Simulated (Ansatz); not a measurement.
Species: sum formula BSiH2F2 (charge 0, doublet). It need not be the lowest isomer of its formula. 
Geometry from a B3LYP-D3(BJ)/def2-TZVP (Ansatz, a quantum-chemistry and plane-wave program) optimisation:
```xyz
6

F      1.3555    -0.9579     0.1600
B      0.5236     0.0707     0.0619
F      1.0654     1.2815     0.0573
Si    -1.4340    -0.1942    -0.1843
H     -2.0071    -1.4959     0.2137
H     -2.3239     0.9494     0.1015
```
Charge 0, spin multiplicity 2.

Total electronic energies in hartree. Valence correlation only, unless marked. Open shells are spin-unrestricted. No spin-orbit coupling. No relativistic terms. Basis-set limits of correlation are two-point, X^-3; Hartree-Fock from the larger set. The bracket is a focal-point correction in the basis named.

```
level                                                                 program  energy (Eh)
-------------------------------------------------------------  --------------  -----------
HF/cc-pV(D+d)Z                                                         Ansatz   -513.74580
RI-HF/cc-pV(T+d)Z                                                      Ansatz   -513.84067
BLYP-D3(BJ)/def2-TZVPD                                         Ansatz + dftd3   -515.38319
r2SCAN-D3(BJ)/def2-TZVPD                                       Ansatz + dftd3   -515.28047
PBE0/STO-3G                                                            Ansatz   -508.40335
PBE0/def2-TZVP                                                         Ansatz   -515.05307
wB97M-V/def2-TZVPD                                                     Ansatz   -515.31697
MP2/cc-pVTZ                                                            Ansatz   -514.53497
MP2/cc-pwCVTZ                                                          Ansatz   -514.55507
SCS-MP2/cc-pV(Q+d)Z                                                    Ansatz   -514.61340
CCSD(T)/STO-3G                                                         Ansatz   -507.41630
RI-MP2/CBS(cc-pV(T+d)Z,cc-pV(Q+d)Z)+[CCSD(T)-MP2]/cc-pV(T+d)Z          Ansatz    -514.7098
RI-MP2/CBS(cc-pV(T+d)Z,cc-pV(Q+d)Z)+[CCSD(T)-MP2]/cc-pV(Q+d)Z          Ansatz    -514.7079
CCSD(T)/CBS(aug-cc-pV(T+d)Z,aug-cc-pV(Q+d)Z)                           Ansatz    -514.7074
CCSD(T)/CBS(cc-pV(T+d)Z,cc-pV(Q+d)Z)                                   Ansatz    -514.7068
```

Totals of different functionals don't rank their quality; only differences between species are comparable.
